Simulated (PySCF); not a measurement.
# Working out the excitation energy of Tl

Tl [Xe] 4f14 5d10 6s2 6p1 (2P) → Tl [Xe] 4f14 5d10 6s1 6p1 6d1 (high-spin determinant). All numbers are calculated (PySCF 2.14, a scalar-relativistic core potential, in aug-cc-pwCVDZ-PP with ECP60MDF (6s5p4d1f, 48 functions)). Frozen: 5s2 5p6 5d10. Energies in hartree (1 hartree = 27.21139 eV):

```json
{"part": "UHF", "Tl (lower)": "-171.512656", "Tl (upper)": "-171.157452"}
{"part": "CCSD correlation", "Tl (lower)": "-0.033868", "Tl (upper)": "-0.010091"}
{"part": "(T)", "Tl (lower)": "-0.000372", "Tl (upper)": "-0.001672"}
```

What does Hartree-Fock give?

(-171.157452) − (-171.512656) = 0.355204 hartree = 9.666 eV.

What do CCSD and CCSD(T) give?

The CCSD correlation energies differ by 0.023777 hartree = 0.647 eV and the triples by -0.001300 hartree = -0.035 eV, so CCSD gives 10.313 eV and CCSD(T) 10.278 eV.

One determinant mixes LS terms, so it does not stand for a single term.

The upper state lies above the first ionisation limit, but in LS coupling its spin forbids autoionisation to the ground ion; at this Z spin-orbit coupling breaks that rule.

A double-zeta basis recovers only part of the correlation energy.

The coupled-cluster amplitudes are large, so a single reference is strained.
